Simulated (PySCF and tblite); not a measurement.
Results of a calculation; reference values are marked as such.
C₅H₁₆Si₂, numbered as in [CH3:1][C@H:2]([SiH3:3])[CH2:4][C@H:5]([CH3:6])[SiH3:7]. Search: ETKDG and KDG, MMFF94s, GFN2-xTB, 200 starts; geometries at GFN2-xTB. Free energies are PBE0-D3(BJ)/pcSseg-1 single points with GFN2-xTB rigid-rotor and vibrational terms (modes under about 100 cm⁻¹ blended into free rotors). Symmetry numbers and mirror images are counted. Conformers within 2.5 kcal/mol (GFN2-xTB free energy) were kept, 7 at most. GIAO shieldings: PBE0/pcSseg-1. Shifts are against TMS (¹H), TMS (¹³C), TMS (²⁹Si) at the same level. Codes: tblite and PySCF.

Torsions listed: Si3–C2–C4–C5, C2–C4–C5–Si7.

| conformer | shape | point group | mirror pair | ΔE(DFT) | Δ(G−E) at 350 K | δ C4 (ppm) |
| --- | --- | --- | --- | --- | --- | --- |
| 1 | 60°, 60° | C2 | no | 0.00 | 0.00 | 48.7 |
| 2 | 173°, 173° | C2 | no | 0.26 | -0.67 | 40.3 |
| 3 | -64°, 131° | C1 | no | 2.62 | -0.18 | 40.8 |
| 4 | 170°, 105° | C1 | no | 2.69 | -0.25 | 41.5 |

Energies in kcal/mol; the thermal term leaves out symmetry numbers and mirror images.

(1) Work out the weights at 350 K and the ¹³C shift of C4 under fast exchange.

Answers

(1) RT = 0.696 kcal/mol. Each conformer gets RT ln(σ/g), with σ the rotational symmetry number and g = 2 for a mirror pair: 1: σ = 2, g = 1, G = 0.00 + 0.00 + 0.48 = 0.48, 0.41 above the lowest, exp(−ΔG/RT) = 0.554; 2: σ = 2, g = 1, G = 0.26 − 0.67 + 0.48 = 0.07, 0.00 above the lowest, exp(−ΔG/RT) = 1.000; 3: σ = 1, g = 1, G = 2.62 − 0.18 + 0.00 = 2.44, 2.37 above the lowest, exp(−ΔG/RT) = 0.033; 4: σ = 1, g = 1, G = 2.69 − 0.25 + 0.00 = 2.45, 2.38 above the lowest, exp(−ΔG/RT) = 0.033. The sum is 1.620, so the weights are 34.2, 61.7, 2.1, 2.0 %. The averaged shift is 43.2 ppm. At 298.15 K it is 43.3 ppm. At 298.15 K the leading conformer alone gives 40.3 ppm and bare DFT energies give 45.4 ppm.
